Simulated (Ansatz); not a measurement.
Reactions of CH9NSi3 (`N[SiH]1C[SiH]1[SiH3]`).

Isolated molecules relaxed with PBE0-D4/def2-TZVP in Ansatz; ΔE leaves out vibrations. CCSD(T)/CBS is the MP2 limit (def2-TZVPP, def2-QZVPP) plus CCSD(T) − MP2 in def2-TZVPP, frozen cores. Elements past krypton have def2 core potentials. For Te outer-core shells are correlated without core-valence functions, which leaves a few kJ/mol of doubt a bond. One conformer a species, not always the lowest.

Task: Order these by ΔE at CCSD(T)/CBS, lowest first. (Estimate.)
A. `N[Si@@H]1C[Si@H]1[SiH3]` + `[SiH3]S[SiH2]S` → `[SiH3]S[SiH2]S[SiH3]` + `N[SiH]1C[SiH2]1`
B. `N[Si@@H]1C[Si@H]1[SiH3]` + `O=C[TeH]` → `O=C[Te][SiH3]` + `N[SiH]1C[SiH2]1`
C. `N[Si@@H]1C[Si@H]1[SiH3]` + `FC1NCO1` → `FC1OCN1[SiH3]` + `N[SiH]1C[SiH2]1`
D. `N[Si@@H]1C[Si@H]1[SiH3]` → `N[Si@@H]1[SiH2][C@H]1[SiH3]`
E. `N[Si@@H]1C[Si@H]1[SiH3]` → `N[SiH]1C[SiH2][SiH2]1`

Result: E (-22.6 kcal/mol), A (-13.2 kcal/mol), B (-11.1 kcal/mol), C (-8.0 kcal/mol), D (-3.5 kcal/mol).

Largest T1 diagnostic: 0.016, for `O=C[TeH]`.
